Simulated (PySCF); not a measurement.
Isomers of CH10Si3. Gas-phase values, no solvent. One relaxed conformer stands for each flexible species; it need not be the lowest. Strings in code marks are SMILES.

The HOMO from two functionals at the same geometries (B3LYP-D3(BJ)/def2-TZVP), both in PySCF: PBE-D3(BJ)/def2-TZVP and B3LYP-D3(BJ)/def2-TZVP. B3LYP has the VWN-RPA correlation part, as in Gaussian. 

```
species                                         PBE-D3(BJ)/def2-TZVP (eV)  B3LYP-D3(BJ)/def2-TZVP (eV)
----------------------------------------------  -------------------------  ---------------------------
`C[SiH2][SiH2][SiH3]` (C–Si–Si–Si torsion 59°)                      -6.71                        -7.57
`C[SiH]([SiH3])[SiH3]`                                              -6.66                        -7.53
`[SiH3]C[SiH2][SiH3]` (Si–C–Si–Si torsion 56°)                      -6.98                        -7.90
`[SiH3]C([SiH3])[SiH3]`                                             -7.56                        -8.58
```

Over these rows, drawn at random from the members with no instability flagged (it was tested for open shells, ions and some series alone), PBE minus B3LYP-D3(BJ): mean +0.92 eV, from +0.86 eV to +1.02 eV.
